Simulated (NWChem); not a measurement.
Species: silicon monosulfide (SiS, singlet); SMILES S=[Si]

All runs: NWChem. Low-valent species are run as closed-shell singlets; no triplet was tried in these runs. The level has its own optimisation; frequencies are unscaled.

Question: Estimate the computed values for Hartree-Fock/STO-3G. Quantities: r S–Si (Å); highest harmonic frequency (cm⁻¹); zero-point energy (kcal/mol).

Answer: 
* **r S–Si (Å)**: 1.862
* **highest harmonic frequency (cm⁻¹)**: 978
* **zero-point energy (kcal/mol)**: 1.4
